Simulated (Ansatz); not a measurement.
Consider the formal exchange of groups at the Sn–C bond: `N#[C][SnH2][F]` + acetylene → `C#[C][SnH2][F]` + `C#N`.

Calculated with Ansatz (gas phase, PBE0-D4/def2-TZVP geometries, no zero-point term in ΔE). CBS: MP2 limit from def2 TZ/QZ plus the TZ coupled-cluster correction, frozen cores. This one scheme is used for every species. Functionals use def2-TZVPP. Elements past krypton have def2 core potentials. For Sn outer-core shells are correlated without core-valence functions, which leaves a few kJ/mol of doubt a bond.

**Question.** Is it downhill or uphill in electronic energy at CCSD(T)/CBS, and by how much? (An estimate is asked.)

**Answer.** Ansatz gave: Nearly level: ΔE = +1.7 kJ/mol.

**Question.** What do these levels give: PBE0-D4, ωB97M-V, r2SCAN, r2SCANh, LC-ωPBE, HF/CBS(def2)? (An estimate is asked.)

**Answer.** The calculation gave: PBE0-D4 2.6, ωB97M-V 4.2, r2SCAN 3.0, r2SCANh 2.9, LC-ωPBE 4.3, HF/CBS(def2) 5.3 kJ/mol.

Largest T1 diagnostic among the species: 0.014.

In def2-TZVPP, CCSD(T) changes the Hartree–Fock value by −4.3 kJ/mol (the triples alone add −0.6 kJ/mol) and MP2 by −6.1 kJ/mol. Leaving LDA and LC-ωPBE aside and taking each functional with its dispersion term where it has one, the values, not all of them listed here, spread over 3.3 kJ/mol, from PBE-QIDH to CAM-B3LYP-D4.
